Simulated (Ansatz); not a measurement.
The same path of H4O2Sn (7 atoms, charge 0, multiplicity 1) was run 3 times with different band settings. Lost on the way: Sn1–H2, Sn1–H3. Made: H2–H3.

Level of theory: RKS PBE0-D4/def2-TZVP (Ansatz).

Relaxed end points:

```xyz
7
Properties=species:S:1:pos:R:3
Sn 0.223 -0.031 0.279
H 0.322 0.037 1.974
H 1.654 0.099 -0.629
O -1.051 1.394 -0.164
H -1.240 1.455 -1.103
O -0.559 -1.722 -0.337
H -1.397 -1.928 0.083
```

```xyz
7
Properties=species:S:1:pos:R:3
Sn -0.911 -0.360 -1.693
H 1.307 -0.245 1.214
H 2.011 -0.023 1.344
O -1.278 1.473 -1.085
H -1.377 1.525 -0.128
O -0.965 -1.061 0.169
H -0.834 -2.006 0.282
```

Common settings: movable images 7; climbing image yes; spring 5.0 eV/Å²; start path through a guess of the saddle point; iteration limit 60; end points relaxed.

| run | optimiser | force threshold | largest step |
| --- | --- | --- | --- |
| 1 | quadratic models (default) | 0.03 eV/Å | default |
| 2 | lbfgs | 0.03 eV/Å | 0.5 Å |
| 3 | quadratic models (default) | 0.5 eV/Å | default |

(1) What does each run give, and how far can it be trusted?

Results:

(1) Run 1: converged after 25 iterations, highest image 2.739 eV above the first end. Neighbouring images differ by up to 2.6 eV, so the band resolves the path poorly. A vibrational analysis at the climbing image gives one clearly imaginary mode, 1425i cm⁻¹: a first-order saddle point.
Run 2: not converged after 60 iterations, highest image 2.904 eV above the first end. The band didn't meet its force threshold, so its energies are provisional: the largest band force was still 2.01 eV/Å, and over the last iterations the top moved between 2.90 and 3.00 eV.
Run 3: converged after 15 iterations, highest image 2.740 eV above the first end. The threshold of 0.5 eV/Å is loose, so the images may lie well off the minimum-energy path. Neighbouring images differ by up to 2.7 eV, so the band resolves the path poorly. Another band between the same ends (7 images) ends at a top of the same energy, where a vibrational analysis finds 1 clearly imaginary mode.
The orbitals stay closed-shell, which can raise the energy where a bond breaks towards radicals; this wasn't checked here.
